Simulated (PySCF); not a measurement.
C3H5ClSi.
SMILES with atom numbers: `[CH3:1][C:2]#[C:3][SiH2:4][Cl:5]` (hydrogens: H6, H7, H8 on C1; H9, H10 on Si4)

Method: PBE0-D3(BJ)/def2-SVP geometry optimisation, gas phase (PySCF).

(1) Give the optimised bond lengths and angles.

Results:

(1) 
```csv
bond,length (pm),order
C1–C2,145.0,single
C2≡C3,121.9,triple
C3–Si4,181.6,single
Si4–Cl5,207.0,single
"C1–H6, C1–H7, C1–H8",110.1,single
"Si4–H9, Si4–H10",148.7,single
```

Bonds in one row agree within 1 pm and their mean is given. Orders are formal, as drawn. A selection of angles:
```csv
angle,degrees
C2–C1–H6,110.8
H6–C1–H7,108.0
C1–C2–C3,179.9
C2–C3–Si4,179.7
C3–Si4–Cl5,110.1
C3–Si4–H9,110.3
Cl5–Si4–H9,107.9
H9–Si4–H10,110.6
```

The 5 heavy atoms lie in one plane (0.001 Å rms). The C–C distances run from 1.219 Å (C2≡C3, drawn triple) to 1.450 Å (C1–C2, drawn single), a spread of 0.231 Å. Si4 (chlorine-bound silicon) is tetrahedral (angles from 107.7° to 110.6°).

Stationary, but not proved a minimum.

The run took 17 s of wall time on an Arm Neoverse V1 with one thread, shared host. That covers the optimisation of the geometry.
